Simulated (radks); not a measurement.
Results of a calculation; reference values are marked as such.
The antimony ion Sb2+, 49 electrons, occupied as [Kr] 4d10 5s2 5p1.

Level of theory: scalar-relativistic Kohn-Sham, LDA (Slater exchange, Perdew-Zunger correlation), spin-polarised, spherical densities, finite nucleus; open shells are filled with parallel spins first (spin-orbit coupling, left out, can overturn this in heavy ions); Fermi nuclear charge, rms radius 4.6802 fm (a radial shooting solver on a logarithmic mesh with Libxc functionals).

Energy parts (eV):
| part | energy |
|---|---|
| total | -176190.516 |
| kinetic | 184219.708 |
| electron-nucleus | -425367.167 |
| Hartree | 69421.015 |
| exchange-correlation | -4464.072 |

Orbitals (lengths in bohr, moments of r in powers of bohr; r(90%) holds 90 % of the orbital's charge):
orbital  occ.  eigenvalue (eV)   <1/r>  r(90%)     <r^2>
1s up       1        -30287.55   54.26  0.0511  0.001096
1s down     1        -30287.52   54.26  0.0511  0.001096
2s up       1        -4625.690   12.40   0.190   0.01776
2s down     1        -4625.675   12.40   0.190   0.01776
2p up       3        -4157.313   11.91   0.174   0.01402
2p down     3        -4157.288   11.91   0.174   0.01402
3s up       1        -921.3176   4.415   0.487    0.1253
3s down     1        -921.2894   4.415   0.487    0.1253
3p up       3        -768.5883   4.205   0.494    0.1257
3p down     3        -768.5575   4.205   0.494    0.1257
3d up       5        -534.7480   3.975   0.481    0.1108
3d down     5        -534.7194   3.975   0.481    0.1108
4s up       1        -167.0325   1.763    1.14    0.7073
4s down     1        -166.9711   1.763    1.14    0.7071
4p up       3        -120.1432   1.605    1.25    0.8296
4p down     3        -120.0727   1.605    1.25    0.8287
4d up       5         -52.0323   1.297    1.59     1.246
4d down     5         -51.8959   1.300    1.58     1.238
4f up       0          -4.7089  0.2305    8.39     33.99
4f down     0          -4.4541  0.2124    9.00     39.43
5s up       1         -30.1254  0.6213    3.02     4.879
5s down     1         -29.4381  0.6241    3.01     4.861
5p up       1         -20.7357  0.5158    3.61     6.919
5p down     0         -20.0052  0.5155    3.64     6.976
6s up       0          -9.8663  0.2780    6.64     24.42
6s down     0          -9.5974  0.2719    6.75     25.28

The highest occupied level is 5p up at -20.736 eV. The electron density at the nucleus is 2.143e+05 e/bohr^3 (large components only). For comparison, the ionisation energy in NIST's Atomic Spectra Database is 25.324 eV (measured). In exact Kohn-Sham theory the highest level is minus the ionisation energy, but local and semilocal functionals leave it too shallow, through self-interaction and a potential that decays too fast; potentials with the right tail come closer. Spin moment in Bohr magnetons: 1.
